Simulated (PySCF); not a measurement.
One of the candidates below gave these computed data.

All candidates are C4H6F2O.

| technique | computed result |
| --- | --- |
| Triplet | lowest triplet excitation (Tamm–Dancoff): 4.16 eV [TDA B3LYP/def2-SVPD] |
| Rotational structure | rotational constants A, B, C: 5.077, 1.575, 1.539 GHz [GFN2-xTB] |
| UV, strongest line | among the 8 lowest singlet transitions: S2 at 6.59 eV (188 nm, f = 0.210) [TDDFT B3LYP/def2-SVPD] |
| UV, first state | lowest singlet excitation: 6.45 eV (192 nm, f = 0.030) [TDDFT B3LYP/def2-SVPD] |
| Dipole | 3.07 D [B3LYP/def2-SVPD] |
| Polarisability | 56.4 au [B3LYP/def2-SVPD] |

Electronic properties: PySCF, gas phase, density fitting. Levels stand in brackets. Geometry: GFN2-xTB, one conformer, isolated molecule.

Task: Which candidate is it?
A. `C[C@@H](F)[C@@H](F)C=O`
B. `F[C@@H]1CC[C@@H](F)O1`
C. `CC1[C@@H](F)O[C@@H]1F`
D. `C=C(OC)C(F)F`
E. `C=C(CF)OCF`

Result: D. It is `C=C(OC)C(F)F`. Numbering: `[CH2:1]=[C:2]([O:3][CH3:4])[CH:5]([F:6])[F:7]`. Its formula, C4H6F2O, gives 1 degree of unsaturation: 0 rings and 1 π bond in the structure found. The optimised geometry has point group Cs and is an asymmetric top.

The others, at the same levels:
- `C[C@@H](F)[C@@H](F)C=O` fails: its computed lowest singlet excitation is 4.17 eV (298 nm, f = 0.000) (against 6.45 eV), lowest triplet excitation (Tamm–Dancoff) is 3.57 eV (against 4.16 eV) and strongest line among the 8 lowest singlet transitions is S8 at 8.20 eV (151 nm, f = 0.052) (against S2 at 6.59 eV).
- `C=C(CF)OCF` fails: its computed lowest triplet excitation (Tamm–Dancoff) is 4.48 eV (against 4.16 eV), strongest line among the 8 lowest singlet transitions is S2 at 6.92 eV (179 nm, f = 0.127) (against S2 at 6.59 eV) and rotational constant A is 7.230 GHz (against 5.077 GHz).
- `CC1[C@@H](F)O[C@@H]1F` fails: its computed lowest singlet excitation is 8.02 eV (155 nm, f = 0.023) (against 6.45 eV), lowest triplet excitation (Tamm–Dancoff) is 7.83 eV (against 4.16 eV) and strongest line among the 8 lowest singlet transitions is S8 at 9.20 eV (135 nm, f = 0.036) (against S2 at 6.59 eV).
- `F[C@@H]1CC[C@@H](F)O1` fails: its computed lowest singlet excitation is 8.60 eV (144 nm, f = 0.040) (against 6.45 eV), lowest triplet excitation (Tamm–Dancoff) is 8.51 eV (against 4.16 eV) and static isotropic polarisability is 51.4 au (against 56.4 au).

Each candidate is one conformer, not necessarily the lowest. The conformers computed, where there is a choice (atom-mapped SMILES and torsion angles):
- `[CH2:1]=[C:2]([O:3][CH3:4])[CH:5]([F:6])[F:7]`: C1–C2–O3–C4 0°, C1–C2–C5–F6 59°
- `[CH3:1][C@@H:2]([F:3])[C@@H:4]([F:5])[CH:6]=[O:7]`: C1–C2–C4–F5 -44°, C2–C4–C6–O7 47°
- `[CH2:1]=[C:2]([CH2:3][F:4])[O:5][CH2:6][F:7]`: C1–C2–C3–F4 17°, C1–C2–O5–C6 -8°, C2–O5–C6–F7 72°

The conformers of `F[C@@H]1CC[C@@H](F)O1` aren't listed.
